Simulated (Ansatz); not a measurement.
Ga₃N₃. The state is a triplet with charge 0. Geometry PBE-D4/def2-SVP, that of the charge +1 doublet; atoms count from 1.

Cartesian coordinates in Å:
```
Ga -0.982 1.158 0.304
Ga -0.421 -1.069 -0.978
Ga 1.397 -0.104 0.659
N -1.867 0.114 -0.897
N 1.296 -1.563 -0.427
N 0.577 1.464 1.338
```

At PBE0-D4/def2-TZVP a singlet of charge 0 lies 0.78 eV below the triplet at the same geometry. The structure comes from a short search, and lower isomers may exist.

Estimate the Mulliken populations from the PBE0/def2-TZVP orbitals of Ansatz.


| atom | charge (e) | spin (α − β) |
| --- | --- | --- |
| Ga1 | 0.34 | 0.34 |
| Ga2 | 0.36 | 0.34 |
| Ga3 | 0.34 | 0.34 |
| N4 | -0.39 | 0.05 |
| N5 | -0.39 | 0.05 |
| N6 | -0.26 | 0.88 |
Mulliken values depend strongly on the basis.

Where does the spin sit?

Summed by element: Ga 1.02, N 0.98, of 2 unpaired in all. Largest on single atoms: N6 0.88, Ga3 0.34, Ga2 0.34.

And the Mayer bond orders between heavy atoms (over 0.3)?

Ga1–Ga2 0.35 (2.63 Å); Ga1–N4 1.51 (1.82 Å); Ga1–N6 1.04 (1.90 Å); Ga2–Ga3 0.35 (2.63 Å); Ga2–N4 1.26 (1.87 Å); Ga2–N5 1.26 (1.87 Å); Ga3–N5 1.51 (1.82 Å); Ga3–N6 1.04 (1.90 Å).
